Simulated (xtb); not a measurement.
O4Ru, triplet, from a rough starting geometry (GFN-xTB shapes and energies of metal compounds can be far from the true ones) (the multiplicity is a formal guess); GFN2-xTB (xtb).

The xtb input:
```
$ xtb mol.xyz --gfn 2 --uhf 2 --opt vtight --json

# file mol.xyz
5

Ru    -0.01223793     0.01936391    -0.00996463
O      1.13587765     0.63311566    -0.88690787
O      0.73155645    -0.80711539     1.16280820
O     -0.84801405    -0.95027704    -0.80661477
O     -0.90028072     1.17312566     0.69214184
```

The log (banner, timings and long lists left out):

```
   ID    Z sym.   atoms
    1   44 Ru     1
    2    8 O      2-5

           -------------------------------------------------
          |                Calculation Setup                |
           -------------------------------------------------

           -------------------------------------------------
          |                 G F N 2 - x T B                 |
           -------------------------------------------------

          ...................................................
          :                      SETUP                      :
          :.................................................:
          :  # basis functions                  26          :
          :  # atomic orbitals                  25          :
          :  # shells                           11          :
          :  # electrons                        32          :
          :  max. iterations                   250          :
          :  Hamiltonian                  GFN2-xTB          :
          :  restarted?                      false          :
          :  GBSA solvation                  false          :
          :  PC potential                    false          :
          :  electronic temp.          300.0000000     K    :
          :  accuracy                    1.0000000          :
          :  -> integral cutoff          0.2500000E+02      :
          :  -> integral neglect         0.1000000E-07      :
          :  -> SCF convergence          0.1000000E-05 Eh   :
          :  -> wf. convergence          0.1000000E-03 e    :
          :  Broyden damping             0.4000000          :
          :  net charge                          0          :
          :  unpaired electrons                  2          :
          ...................................................

 iter      E             dE          RMSdq      gap      omega  full diag
   1    -18.4817427 -0.184817E+02  0.126E+01    0.12       0.0  T
   2    -18.2088860  0.272857E+00  0.155E+01    0.05       1.0  T
   3    -19.1225474 -0.913661E+00  0.539E+00    0.11       1.0  T
   4    -19.1039951  0.185522E-01  0.468E+00    0.07       1.0  T
   5    -19.1006030  0.339212E-02  0.436E+00    0.08       1.0  T
   6    -19.1527192 -0.521162E-01  0.153E+00    0.04       1.0  T
   7    -19.1480514  0.466778E-02  0.145E+00    0.07       1.0  T
   8    -19.1549284 -0.687703E-02  0.108E+00    0.04       1.0  T
   9    -19.1566685 -0.174008E-02  0.767E-01    0.05       1.0  T
  10    -19.1557844  0.884097E-03  0.626E-01    0.05       1.0  T
  11    -19.1575243 -0.173988E-02  0.257E-01    0.06       1.0  T
  12    -19.1577222 -0.197951E-03  0.121E-01    0.06       1.0  T
  13    -19.1577470 -0.247760E-04  0.347E-02    0.06       1.3  T
  14    -19.1577497 -0.272270E-05  0.152E-02    0.06       3.0  T
  15    -19.1577503 -0.537045E-06  0.407E-03    0.06      11.0  T
  16    -19.1577503 -0.157676E-07  0.184E-03    0.06      24.3  T
  17    -19.1577503 -0.703074E-08  0.808E-04    0.06      55.3  T
  18    -19.1577503 -0.124872E-08  0.484E-04    0.06      92.4  T

   *** convergence criteria satisfied after 18 iterations ***

 transition dipole moment (au) for excitation:          16          17
     X       Y       Z
  -0.4588   0.8866  -0.3436  total (au/Debye):    1.056   2.684
 dE (eV)             :    4.144
 oscillator strength :  0.16004E+00

         :::::::::::::::::::::::::::::::::::::::::::::::::::::
         ::                     SUMMARY                     ::
         :::::::::::::::::::::::::::::::::::::::::::::::::::::
         :: total energy             -19.051880320527 Eh    ::
         :: gradient norm              0.185549157610 Eh/a0 ::
         :: HOMO-LUMO gap              0.056639586533 eV    ::
         ::.................................................::
         :: SCC energy               -19.157750035432 Eh    ::
         :: -> isotropic ES            0.096692504321 Eh    ::
         :: -> anisotropic ES         -0.001695143380 Eh    ::
         :: -> anisotropic XC         -0.002547031610 Eh    ::
         :: -> dispersion             -0.003156234235 Eh    ::
         :: repulsion energy           0.105869714905 Eh    ::
         :: add. restraining           0.000000000000 Eh    ::
         :: total charge              -0.000000000000 e     ::
         :::::::::::::::::::::::::::::::::::::::::::::::::::::

      -----------------------------------------------------------
     |                   =====================                   |
     |                        A N C O P T                        |
     |                   =====================                   |
     |               Approximate Normal Coordinate               |
     |                Rational Function Optimizer                |
      -----------------------------------------------------------
      -----------------------------------------------------------
     |                   =====================                   |
     |                        A N C O P T                        |
     |                   =====================                   |
     |               Approximate Normal Coordinate               |
     |                Rational Function Optimizer                |
      -----------------------------------------------------------

          ...................................................
          :                      SETUP                      :
          :.................................................:
          :   optimization level         verytight          :
          :   max. optcycles                   200          :
          :   ANC micro-cycles                  20          :
          :   degrees of freedom                 9          :
          :.................................................:
          :   RF solver                   davidson          :
          :   write xtbopt.log                true          :
          :   linear?                        false          :
[...]
 * total energy  :   -19.1036791 Eh     change       -0.5374994E-02 Eh
 * total energy  :   -19.1066379 Eh     change       -0.2958769E-02 Eh
 * total energy  :   -19.1085239 Eh     change       -0.1885982E-02 Eh
 * total energy  :   -19.1093555 Eh     change       -0.8315692E-03 Eh
 * total energy  :   -19.1095110 Eh     change       -0.1555446E-03 Eh
 * total energy  :   -19.1096959 Eh     change       -0.1848528E-03 Eh
 * total energy  :   -19.1097128 Eh     change       -0.1698456E-04 Eh
 * total energy  :   -19.1097224 Eh     change       -0.9514646E-05 Eh
 * total energy  :   -19.1097289 Eh     change       -0.6531701E-05 Eh
 * total energy  :   -19.1097310 Eh     change       -0.2063041E-05 Eh
 * total energy  :   -19.1097317 Eh     change       -0.7818623E-06 Eh
 * total energy  :   -19.1097319 Eh     change       -0.1707012E-06 Eh
 * total energy  :   -19.1097319 Eh     change       -0.1442915E-07 Eh
   *** GEOMETRY OPTIMIZATION CONVERGED AFTER 27 ITERATIONS ***
[...]
   3    -19.1701220 -0.319638E-10  0.217E-05    1.60    2063.1  T

   *** convergence criteria satisfied after 3 iterations ***

 transition dipole moment (au) for excitation:          16          17
     X       Y       Z
   0.4750  -0.5835   0.1579  total (au/Debye):    0.769   1.954
 dE (eV)             :    0.368
 oscillator strength :  0.75339E-02

         :::::::::::::::::::::::::::::::::::::::::::::::::::::
         ::                     SUMMARY                     ::
         :::::::::::::::::::::::::::::::::::::::::::::::::::::
         :: total energy             -19.109731919043 Eh    ::
         :: gradient norm              0.000039392889 Eh/a0 ::
         :: HOMO-LUMO gap              1.600367706421 eV    ::
         ::.................................................::
         :: SCC energy               -19.170121707940 Eh    ::
         :: -> isotropic ES            0.092206133655 Eh    ::
         :: -> anisotropic ES         -0.001935708964 Eh    ::
         :: -> anisotropic XC         -0.003206643688 Eh    ::
         :: -> dispersion             -0.003123976355 Eh    ::
         :: repulsion energy           0.060389788897 Eh    ::
         :: add. restraining           0.000000000000 Eh    ::
         :: total charge              -0.000000000000 e     ::
         :::::::::::::::::::::::::::::::::::::::::::::::::::::

           -------------------------------------------------
          |                Property Printout                |
           -------------------------------------------------

    * Orbital Energies and Occupations

         #    Occupation            Energy/Eh            Energy/eV
      -------------------------------------------------------------
         1        2.0000           -0.8101665             -22.0458
       ...           ...                  ...                  ...
         5        2.0000           -0.6430583             -17.4985
         6        2.0000           -0.6428604             -17.4931
         7        2.0000           -0.6358618             -17.3027
         8        2.0000           -0.6288663             -17.1123
         9        2.0000           -0.6275221             -17.0757
        10        2.0000           -0.6093579             -16.5815
        11        2.0000           -0.5867521             -15.9663
        12        2.0000           -0.5856367             -15.9360
        13        2.0000           -0.5769315             -15.6991
        14        2.0000           -0.5616770             -15.2840
        15        2.0000           -0.5490761             -14.9411
        16        1.0000           -0.5067188             -13.7885
        17        1.0000           -0.4931983             -13.4206 (HOMO)
        18                         -0.4343859             -11.8202 (LUMO)
        19                         -0.3552212              -9.6661
        20                         -0.3394246              -9.2362
        21                         -0.3342712              -9.0960
        22                          0.1540570               4.1921
        23                          0.1725265               4.6947
        24                          0.4054918              11.0340
        25                          0.5646680              15.3654
      -------------------------------------------------------------
                  HL-Gap            0.0588124 Eh            1.6004 eV
             Fermi-level           -0.4958448 Eh          -13.4926 eV

     #   Z          covCN         q      C6AA      α(0)
     1  44 Ru       3.233     0.659   281.733    35.555
     2   8 O        0.809    -0.177    17.710     5.641
     3   8 O        0.819    -0.152    17.321     5.579
     4   8 O        0.809    -0.177    17.710     5.641
     5   8 O        0.819    -0.152    17.322     5.579

 Mol. C6AA /au·bohr⁶  :       1086.555630
 Mol. C8AA /au·bohr⁸  :      57987.269178
 Mol. α(0) /au        :         57.995513

Wiberg/Mayer (AO) data.
largest (>0.10) Wiberg bond orders for each atom

 ---------------------------------------------------------------------------
     #   Z sym  total        # sym  WBO       # sym  WBO       # sym  WBO
 ---------------------------------------------------------------------------
     1  44 Ru   7.313 --     2 O    2.081     4 O    2.081     3 O    1.575
                             5 O    1.575
     2   8 O    2.660 --     1 Ru   2.081     4 O    0.204     5 O    0.187
                             3 O    0.187
     3   8 O    2.288 --     1 Ru   1.575     5 O    0.338     4 O    0.187
                             2 O    0.187
     4   8 O    2.660 --     1 Ru   2.081     2 O    0.204     3 O    0.187
                             5 O    0.187
     5   8 O    2.288 --     1 Ru   1.575     3 O    0.338     4 O    0.187
                             2 O    0.187
 ---------------------------------------------------------------------------

Topologies differ in total number of bonds
Writing topology from bond orders to xtbtopo.mol

molecular dipole:
                 x           y           z       tot (Debye)
 q only:        0.031      -0.051      -0.284
   full:        0.064      -0.104      -0.578       1.501
molecular quadrupole (traceless):
                xx          xy          yy          xz          yz          zz
 q only:        0.206      -0.906       0.569       0.262      -0.367      -0.775
  q+dip:        0.533      -0.266       0.610       0.201      -0.376      -1.143
   full:        0.492      -0.876       0.825       0.330      -0.521      -1.316

optimized geometry written to: xtbopt.xyz

           -------------------------------------------------
          | TOTAL ENERGY              -19.109731919043 Eh   |
          | GRADIENT NORM               0.000039392889 Eh/α |
          | HOMO-LUMO GAP               1.600367706421 eV   |
           -------------------------------------------------

normal termination of xtb
```
